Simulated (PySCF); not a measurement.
# Electronic structure of Sr (strontium, neutral) at the r2SCAN level

Configuration: [Kr] 4d2, high-spin 3F determinant (an excited configuration). All numbers are calculated (PySCF 2.14, scalar relativity by spin-free X2C-1e, in aug-cc-pwCVTZ-X2C with one added diffuse shell each of s, p, d, f type (11s10p8d4f, 109 functions)).

* Total energy: -3179.12 hartree
* One-electron energy: -4399.01 hartree
* Hartree (Coulomb) energy: 1325.85 hartree
* Exchange-correlation energy: -105.96 hartree
* ⟨S²⟩: 2.0016
* ⟨L²⟩: 12.009
* Sum of ⟨r⟩: 30.75 bohr
* Sum of ⟨r²⟩: 71.59 bohr²
* Traceless quadrupole moment −½Σ⟨3z² − r²⟩ along its main axis: 0.0433 e·bohr²
* Langevin diamagnetic susceptibility: -56.7 ×10⁻⁶ cm³/mol
* Time after the integrals: about 10 core-seconds

```csv
shell,electrons,mean orbital energy (hartree),spread (hartree),"rms radius, mean of both spins (bohr)"
1s β,1,-586.32138,0,0.0451
1s α,1,-586.32095,0,0.0451
2s α,1,-79.76712,0,0.187
2s β,1,-79.76515,0,0.187
2p α,3,-70.80377,0,0.166
2p β,3,-70.80255,0,0.166
3s α,1,-12.46158,0,0.526
3s β,1,-12.46081,0,0.526
3p α,3,-9.53315,0,0.538
3p β,3,-9.53226,0,0.538
3d α,5,-4.71397,0.00121,0.550
3d β,5,-4.71237,0.00184,0.550
4s α,1,-1.48252,0,1.46
4s β,1,-1.47032,0,1.46
4p α,3,-0.80577,0.00002,1.70
4p β,3,-0.78688,0.00008,1.70
4d α,2,-0.04465,0.00006,4.71
```

Densities and radii are taken from the X2C orbitals without a picture-change correction, which distorts them close to the nucleus.
